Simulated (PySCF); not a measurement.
Cd(Cl)(SH) (CdClHS), SMILES [SH][Cd][Cl]. Atoms are numbered in the order given.

```xyz
4

Cd    -0.0093     0.0107     0.0000
Cl     0.0150     2.2885     0.0000
S     -0.0676    -2.3124     0.0000
H      1.2725    -2.4197     0.0000
```

Coordinates come from a PBE0-D3(BJ)/def2-TZVP optimisation. The def2 effective core potentials stand for the cores of Cd; spin–orbit coupling is left out. The values are those of a single conformer.

These are C-PCM-ωB97X/def2-SVP (PySCF) values and carry that method's errors.

The values are the electrostatic part of the solvation free energy, E(continuum) − E(gas) at the gas-phase geometry, in a cavity of scaled van der Waals radii (PySCF's table); cavitation and dispersion terms are not included. A continuum can't describe solvent molecules that bind to the metal. In vacuum the orbital gap is 10.11 eV. The dipole moment in vacuum is 1.39 D.

Question: Estimate the values in water (ε = 78.36), diethylether (ε = 4.24), N,N-dimethylformamide (ε = 37.22). (Estimate from the structure and the level; the computed values follow.)

Answer: 
| solvent | ε | ΔG(elec) (kcal/mol) | dipole (D) | gap (eV) |
|---|---|---|---|---|
| water | 78.36 | -16.6 | 1.60 | 10.62 |
| diethylether | 4.24 | -12.2 | 1.55 | 10.48 |
| N,N-dimethylformamide | 37.22 | -16.3 | 1.59 | 10.61 |
